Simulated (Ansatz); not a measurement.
Geometry optimisation, Ansatz 0.2.0, UKS PBE/def2-SVP.

Input file:

```yaml
crystal:
  periodic: [false, false, false]
  atoms:
    - { symbol: H, position_ang: [-0.056306, -0.838692, -0.782099] }
    - { symbol: Se, position_ang: [2.73881, -0.773083, -1.012119] }
    - { symbol: O, position_ang: [-0.953944, -0.844561, -0.400828] }
    - { symbol: C, position_ang: [-1.109301, 0.350106, 0.327272] }
    - { symbol: H, position_ang: [2.899368, 0.029863, 0.230466] }
    - { symbol: H, position_ang: [-2.121454, 0.350252, 0.781342] }
    - { symbol: H, position_ang: [-1.023509, 1.266831, -0.307512] }
    - { symbol: H, position_ang: [-0.373663, 0.459385, 1.163579] }
magnetization:
  spin_polarized: true
  initial_magnetization: 1
basis:
  gaussian: { orbitals: def2-SVP }
hamiltonian:
  xc: pbe
relax:
  f_tol: 0.03
  max_steps: 50
```

Command:

```bash
$ ansatz run input.yaml --threads 2 --pin off --max-ram 3072MiB --backend cpu --events-out ev --progress --plain --runs-dir out
```

**Question.** Where does it end, and by what steps?

**Answer.** The forces met the threshold. After 13 steps the energy has fallen by 0.133 eV; H6 moved furthest, 0.94 Å.

| step | energy less start (eV) | largest force component (eV/Å) | accepted |
| --- | --- | --- | --- |
| 0 | 0.0000 | 0.316 | yes |
| 1 | -0.0396 | 0.286 | yes |
| 2 | -0.0407 | 0.220 | yes |
| 3 | -0.0719 | 0.487 | yes |
| 4 | -0.0757 | 0.961 | yes |
| 5 | -0.1032 | 0.446 | yes |
| 6 | -0.0980 | 0.695 | no |
| 7 | -0.1188 | 0.102 | yes |
| 8 | -0.1228 | 0.105 | yes |
| 9 | -0.1252 | 0.165 | yes |
| 10 | -0.1286 | 0.172 | yes |
| 11 | -0.1313 | 0.043 | yes |
| 12 | -0.1320 | 0.093 | yes |
| 13 | -0.1329 | 0.027 | yes |

```xyz
8
Properties=species:S:1:pos:R:3
H 0.037 -0.239 -1.328
Se 2.256 -1.183 -0.538
O -0.505 -0.650 -0.622
C -0.911 0.369 0.278
H 2.231 -0.215 0.593
H -1.398 -0.124 1.143
H -1.652 1.063 -0.186
H -0.058 0.979 0.660
```

Run time: 20 s on 2 threads of Intel(R) Xeon(R) 6975P-C (Granite Rapids) (shared host), peak memory 0.2 GiB.
